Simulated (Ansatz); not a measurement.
Reaction (cleavage of the B–B bond): `BBB[SeH]` + `C[SiH](O)F` → `BBO[SiH](C)F` + `B[SeH]`

Calculated with Ansatz (gas phase, PBE0-D4/def2-TZVP geometries, no zero-point term in ΔE). CBS: MP2 limit from def2 TZ/QZ plus the TZ coupled-cluster correction, frozen cores. DFT in def2-TZVPP. B3LYP here is the variant with VWN-RPA as its local correlation; programs differ in this. For Se outer-core shells are correlated without core-valence functions, which leaves a few kJ/mol of doubt a bond. Scalar relativity is left out up to krypton. One conformer a species, not always the lowest.

| level | ΔE (kcal/mol) | difference from CCSD(T)/CBS |
| --- | --- | --- |
| B97M-V | -22.5 | 3.6 |
| PBE0-D4 | -22.8 | 3.3 |
| B3LYP-D4 | -25.6 | 0.5 |
| r2SCANh-D4 | -23.4 | 2.7 |
| B2PLYP | -26.8 | -0.7 |
| PBE | -21.0 | 5.1 |
| BLYP | -24.6 | 1.5 |
| PBE0 | -22.9 | 3.2 |
| LC-ωPBE | -24.5 | 1.6 |
| SCS-MP2/def2-QZVPP | -28.3 | -2.2 |
| CCSD(T)/CBS | -26.1 | 0 |

Largest T1 diagnostic among the species: 0.014.

From r2SCAN to r2SCAN0 (25 % exact exchange), in def2-TZVPP and without D4, ΔE moves by −1.5 kcal/mol. Leaving LDA and LC-ωPBE aside and taking each functional with its dispersion term where it has one, the values, not all of them listed here, spread over 6.8 kcal/mol, from BHLYP-D4 to PBE-D4.
